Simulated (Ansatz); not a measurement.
Consider the ligand exchange at the Si–C bond: `O=C[SiH2][SiH3]` + `[OH][SnH3]` → `[SiH3][SiH2][O][SnH3]` + `C=O`.

Computed with Ansatz on PBE0-D4/def2-TZVP structures; ΔE is electronic, products minus reactants. CBS: MP2 limit from def2 TZ/QZ plus the TZ coupled-cluster correction, frozen cores. This one scheme is used for every species. Functionals use def2-TZVPP. B3LYP here is the variant with VWN-RPA as its local correlation; programs differ in this. Elements past krypton have def2 core potentials. For Sn outer-core shells are correlated without core-valence functions, which leaves a few kJ/mol of doubt a bond. One conformer a species, not always the lowest.

`O=C[SiH2][SiH3]`:

Cartesian coordinates in Å:
```
O -0.399 2.686 -0.111
C -0.914 1.640 0.189
Si 0.081 0.159 0.921
Si 0.601 -1.296 -0.840
H -2.008 1.496 0.014
H -0.787 -0.543 1.907
H 1.303 0.682 1.581
H 1.305 -2.498 -0.321
H 1.471 -0.602 -1.825
H -0.653 -1.724 -1.514
```

`[OH][SnH3]`:

Cartesian coordinates in Å:
```
O 0.336 -1.389 -0.461
Sn 0.069 0.447 0.201
H -0.453 -1.769 -0.851
H -1.155 0.420 1.394
H -0.388 1.437 -1.115
H 1.592 0.855 0.832
```

`[SiH3][SiH2][O][SnH3]`:

```xyz
12

Si    0.916   -2.393    0.228
Si    0.204   -0.239    0.809
O    -0.278    0.545   -0.539
Sn   -0.995    2.328   -0.951
H     2.058   -2.338   -0.725
H    -0.188   -3.166   -0.404
H     1.360   -3.125    1.449
H     1.318    0.491    1.490
H    -0.905   -0.329    1.809
H    -1.229    2.292   -2.633
H    -2.448    2.482   -0.073
H     0.186    3.453   -0.459
```

`C=O`:

Cartesian coordinates in Å:
```
C 0.003 0.003 -0.002
O -0.717 -0.818 0.484
H 1.074 0.083 0.274
H -0.359 0.731 -0.756
```

Task: Is it downhill or uphill in electronic energy at CCSD(T)/CBS, and by how much? (Estimate.)

Result: Computed: Downhill: ΔE = -28.7 kcal/mol.

Task: What do these levels give: r2SCAN-D4, B3LYP-D4, ωB97X-V, ωB97M-V, B3LYP, MP2/def2-TZVPP, SCS-MP2/def2-TZVPP, CCSD(T)/def2-TZVPP, HF/def2-QZVPP, MP2/def2-QZVPP, SCS-MP2/def2-QZVPP, HF/CBS(def2)? (Best estimate.)

Result: Ansatz gave: r2SCAN-D4 -26.4, B3LYP-D4 -28.0, ωB97X-V -28.0, ωB97M-V -27.8, B3LYP -27.0, MP2/def2-TZVPP -29.8, SCS-MP2/def2-TZVPP -30.5, CCSD(T)/def2-TZVPP -29.0, HF/def2-QZVPP -34.2, MP2/def2-QZVPP -29.8, SCS-MP2/def2-QZVPP -30.5, HF/CBS(def2) -34.2 kcal/mol.

Largest T1 diagnostic among the species: 0.016.

The D4 term adds −0.9 kcal/mol with B3LYP and −0.6 kcal/mol with PBE0; it sums over pairs of atoms, weighted by their polarisabilities, and B3LYP, whose exchange is more repulsive, gets the larger term. In def2-TZVPP, CCSD(T) changes the Hartree–Fock value by +4.8 kcal/mol (the triples alone add +0.8 kcal/mol) and MP2 by +4.0 kcal/mol. From PBE to PBE0 (25 % exact exchange), in def2-TZVPP and without D4, ΔE moves by −2.7 kcal/mol.
